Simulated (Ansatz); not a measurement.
Relaxation of CH$_{10}$ClNSi$_{2}$ (15 atoms, charge 0, multiplicity 1), to a largest force component of 0.03 eV/Å in at most 50 steps.

Computed with RKS revPBE-D4/6-31G* in Ansatz.

```xyz
15
Properties=species:S:1:pos:R:3
Si -1.234 -1.005 1.383
Cl 0.498 -0.970 2.614
H -1.105 -2.104 0.380
H -2.339 -1.396 2.330
Si -1.715 1.108 0.480
H 1.694 -0.244 0.383
N 1.217 -0.522 -0.479
C 1.697 0.305 -1.602
H -2.275 1.977 1.575
H -0.547 1.805 -0.139
H -2.801 0.936 -0.556
H 1.508 -1.497 -0.637
H 1.430 1.360 -1.420
H 2.791 0.255 -1.786
H 1.183 -0.010 -2.527
```

Q: Where does it end, and by what steps?

A: It converged. After 16 steps the energy has fallen by 0.133 eV; H11 moved furthest, 1.48 Å.

```csv
step,energy less start (eV),largest force component (eV/Å),accepted
0,0.0000,0.198,yes
1,-0.0105,0.118,yes
2,-0.0172,0.134,yes
3,-0.0266,0.323,yes
4,-0.0351,0.259,yes
5,-0.0468,0.183,yes
6,-0.0515,0.397,yes
7,-0.0710,0.317,yes
8,-0.0975,0.108,yes
9,-0.1109,0.119,yes
10,-0.1178,0.231,yes
11,-0.1246,0.130,yes
12,-0.1297,0.125,yes
13,-0.1309,0.086,yes
14,-0.1325,0.056,yes
15,-0.1329,0.032,yes
16,-0.1330,0.020,yes
```

```xyz
15
Properties=species:S:1:pos:R:3
Si -1.160 -1.085 1.327
Cl 0.480 -1.330 2.639
H -1.016 -2.084 0.218
H -2.341 -1.520 2.154
Si -1.336 1.115 0.552
H 1.755 0.417 0.297
N 1.145 -0.179 -0.273
C 1.294 0.161 -1.702
H -2.617 1.752 1.041
H -0.213 1.971 1.056
H -1.394 1.147 -0.946
H 1.480 -1.135 -0.112
H 1.003 1.213 -1.854
H 2.318 0.020 -2.105
H 0.601 -0.464 -2.291
```

Whether the end is a true minimum wasn't checked by a vibrational analysis.

The run took 50 s on 2 threads of Arm Neoverse V2, with other jobs on the host, peak memory 0.16 GiB.
